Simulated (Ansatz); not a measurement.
`C#[C][InH][NH2]`, charge 0, multiplicity 1.

Question: Give a relaxed structure at PBE0-D4/def2-TZVP (Ansatz 0.2.0). (An estimate is asked.)

Answer: The calculation gave: 
```xyz
8

C    -0.427    2.440   -0.879
C    -0.403    1.404   -0.256
In   -0.377   -0.375    0.837
N     0.740   -1.789   -0.023
H    -0.447    3.353   -1.430
H    -1.187   -0.664    2.302
H     1.228   -1.654   -0.892
H     0.873   -2.716    0.341
```
Point group Cs.
